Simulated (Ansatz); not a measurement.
The same substitution along the group Li, Na, K.

Computed with Ansatz on PBE0-D4/def2-TZVP structures; ΔE is electronic, products minus reactants. CCSD(T)/CBS adds triple-zeta CCSD(T) − MP2 to the extrapolated MP2 energy (def2 sets, frozen cores). DFT in def2-TZVPP. For K, Li, Na outer-core shells are correlated without core-valence functions, which leaves a few kJ/mol of doubt a bond. Scalar relativity is left out up to krypton. One conformer a species, not always the lowest.

```csv
reaction,revPBE-D4 (kJ/mol),LDA (SPW92) (kJ/mol)
`[Li][S]C` + `O[SiH2]CS` → `CO[SiH2]CS` + `[Li][SH]`,21,17
`C[S][Na]` + `O[SiH2]CS` → `CO[SiH2]CS` + `[Na][SH]`,21,16
`C[S][K]` + `O[SiH2]CS` → `CO[SiH2]CS` + `[SH][K]`,20,15
```

(1) Give the CCSD(T)/CBS values in the same order. (An estimate is asked.)

Largest T1 diagnostic: 0.011, for `O[SiH2]CS`.

## Answers

(1) The calculation gave: 19, 18, 17 kJ/mol.
